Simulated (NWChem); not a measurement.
vinylidene fluoride (C2H2F2); SMILES C=C(F)F

Computed with NWChem. Pople sets run with spherical d functions. B3LYP is NWChem's, with the RPA form of VWN correlation. Each level has its own optimisation; frequencies are unscaled.

| level | r C–C (Å) | r C–H (Å) | r C–F (Å) | highest harmonic frequency (cm⁻¹) | lowest (cm⁻¹) | zero-point energy (kcal/mol) | dipole (D) |
|---|---|---|---|---|---|---|---|
| Hartree-Fock/STO-3G | 1.316 | 1.077 | 1.350 | 3847 | 451 | 26.6 | 0.76 |
| Hartree-Fock/3-21G | 1.297 | 1.067 | 1.334 | 3490 | 466 | 25.2 | 1.84 |
| Hartree-Fock/6-31G* | 1.305 | 1.070 | 1.303 | 3488 | 474 | 25.0 | 1.25 |
| B3LYP/6-31G* | 1.323 | 1.081 | 1.326 | 3322 | 438 | 23.2 | 1.03 |
| LDA (Slater exchange, VWN5)/def2-SVP | 1.328 | 1.098 | 1.308 | 3246 | 425 | 22.6 | 0.85 |
| PBE/def2-SVP | 1.336 | 1.096 | 1.326 | 3249 | 426 | 22.4 | 0.89 |
| BLYP/def2-SVP | 1.338 | 1.096 | 1.334 | 3222 | 428 | 22.2 | 0.96 |
| PBE0/def2-SVP | 1.324 | 1.088 | 1.310 | 3341 | 441 | 23.3 | 1.02 |
